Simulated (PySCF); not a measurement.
Cartesian coordinates in Å; atom numbers follow the order of the lines, from 1:
```xyz
21

C    -2.6311    0.4625    1.4320
C    -1.3232    0.5142    0.9586
C    -0.9510   -0.2976   -0.1208
C     0.4476   -0.2864   -0.6729
C     0.9210    1.1332   -1.1489
Si    2.3055    1.0687    0.1443
C     1.5415   -0.6483    0.3945
C    -1.9440   -1.1199   -0.6570
C    -3.2258   -1.0950   -0.1072
N    -3.5747   -0.3235    0.9172
H    -2.9311    1.0944    2.2764
H    -0.6032    1.1863    1.4346
H     0.4847   -0.9992   -1.5105
H     1.2514    1.1407   -2.1980
H     0.1588    1.9171   -1.0333
H     2.1668    2.0158    1.2954
H     3.7153    1.1327   -0.3518
H     1.1303   -0.8717    1.3896
H     2.1676   -1.5004    0.0921
H    -1.7214   -1.7784   -1.5006
H    -4.0105   -1.7381   -0.5235
```

Fast rotation and ring inversion assumed for equivalent nuclei, relativity neglected, one conformer, no solvent. PBE0-D3(BJ)/def2-SVP structure; σ from GIAO-PBE0/pcSseg-1; PySCF 2.14.0 with density-fitted response routines.

Referencing at the same level of theory: ¹³C (σ = 184.41 ppm) against TMS.

Problem. Do the ¹³C shifts follow the atomic charges (in e)? Tabulate both.

Solution. 
```
atoms  hybridisation  δ (ppm)  σ para (ppm)  Hirshfeld    IAO  Mulliken  ESP-fitted
   C3            sp2    165.5          -240      +0.02  +0.04     -0.08       +0.49
C1/C9            sp2    156.2          -223      +0.01  -0.01     +0.17       +0.55
C2/C8            sp2    126.2          -197      -0.06  -0.19     -0.16       -0.67
   C4            sp3     43.6          -108      -0.02  -0.10     -0.24       +0.16
C5/C7            sp3     17.9           -86      -0.16  -0.55     -0.43       -0.52
```

Correlation coefficients of δ with charge over these carbons: Hirshfeld +0.77, IAO +0.79, Mulliken +0.86, ESP-fitted +0.52; with the paramagnetic shielding -1.00. With so few points, grouped by hybridisation, these coefficients are fragile. Charge is one influence among several: hybridisation and low-lying excitations act through the paramagnetic term.

Shifts are as computed. Against solution values, carbons near 30 ppm lie about +2 ppm off and those near 130 ppm about +5 ppm. Of 1313 compounds with measured shifts, 239 miss one by over three times the rms of a fit or turn the order of signals round; such compounds aren't used in these exercises.
